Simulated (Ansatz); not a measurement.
Geometry optimisation, DFT PBE-D3(BJ), scalar-relativistic, plane waves, PAW in Ansatz.

Input:

```yaml
accuracy: low
crystal:
  lattice:
    - [0.0, 5.43, 5.43]
    - [5.43, 0.0, 5.43]
    - [5.43, 5.43, 0.0]
  atoms:
    - { symbol: Si, position: [0.0, 0.0, 0.0] }
    - { symbol: Si, position: [0.125, 0.125, 0.125] }
    - { symbol: Si, position: [0.0, 0.0, 0.5] }
    - { symbol: Si, position: [0.125, 0.125, 0.625] }
    - { symbol: Si, position: [0.0, 0.5, 0.0] }
    - { symbol: Si, position: [0.125, 0.625, 0.125] }
    - { symbol: Si, position: [0.0, 0.5, 0.5] }
    - { symbol: Si, position: [0.125, 0.625, 0.625] }
    - { symbol: Si, position: [0.5, 0.0, 0.0] }
    - { symbol: Si, position: [0.625, 0.125, 0.125] }
    - { symbol: Si, position: [0.5, 0.0, 0.5] }
    - { symbol: Si, position: [0.625, 0.125, 0.625] }
    - { symbol: Si, position: [0.5, 0.5, 0.0] }
    - { symbol: Si, position: [0.625, 0.625, 0.125] }
    - { symbol: Si, position: [0.5, 0.5, 0.5] }
    - { symbol: Si, position: [0.625, 0.625, 0.625] }
    - { symbol: B, position: [0.8777927, 0.8722706, 0.3753178], spin: 1.0 }
magnetization:
  spin_polarized: true
basis:
  ecutwfc: 420.0
kpoints:
  mp_grid: { grid: [2, 2, 2] }
hamiltonian:
  xc: pbe
  dispersion: d3bj
  pseudopotentials: { kind: paw, azcp: { folder: soft_1 } }
scf:
  occupations: { method: fermi_dirac, width: 0.05 }
  lower_state_search: "off"
relax:
  f_tol: 0.08
  max_steps: 25
  adjacent_minimum: "off"
```

Launched with:

```bash
$ ansatz run input.yaml --threads 1 --pin off --max-ram 3072MiB --backend cpu --events-out ev --progress --plain --runs-dir out
```

**Question.** Where does it end, and by what steps?

**Answer.** The forces met the threshold. The threshold is loose, so the end isn't yet a minimum. The force dipped under the threshold on the way, but the program's further checks kept it going. Limits of this set-up: coarse k mesh, low accuracy level. After 11 steps the energy has fallen by 0.132 eV; B17 moved furthest, 0.47 Å.

```tsv
step	energy less start (eV)	largest force component (eV/Å)	accepted
0	0.0000	0.337	yes
1	-0.0569	0.149	yes
2	-0.0725	0.024	yes
3	-0.0727	0.015	yes
4	-0.0728	0.006	yes
5	-0.0728	0.006	yes
6	-0.0797	0.136	yes
7	-0.1080	0.143	yes
8	-0.1149	0.125	yes
9	-0.0227	0.466	no
10	-0.1268	0.092	yes
11	-0.1316	0.080	yes
```

```xyz
17
Lattice="0.0000 5.4300 5.4300 5.4300 0.0000 5.4300 5.4300 5.4300 0.0000" Properties=species:S:1:pos:R:3
Si 0.093 0.056 -0.053
Si 1.380 1.322 1.438
Si 2.710 2.610 -0.005
Si 4.070 4.132 1.289
Si 2.743 -0.066 2.738
Si 4.063 1.347 4.071
Si 5.416 2.666 2.648
Si 6.768 4.053 4.087
Si 0.020 2.689 2.749
Si 1.388 4.058 4.058
Si 2.714 5.430 2.709
Si 4.099 6.738 4.064
Si 2.716 2.697 5.418
Si 4.088 4.011 6.798
Si 5.420 5.388 5.442
Si 6.803 6.749 6.750
B 6.586 7.224 9.601
```

The run took 2.8 min on 1 thread of Arm Neoverse V2, with other jobs on the host, peak memory 0.66 GiB.
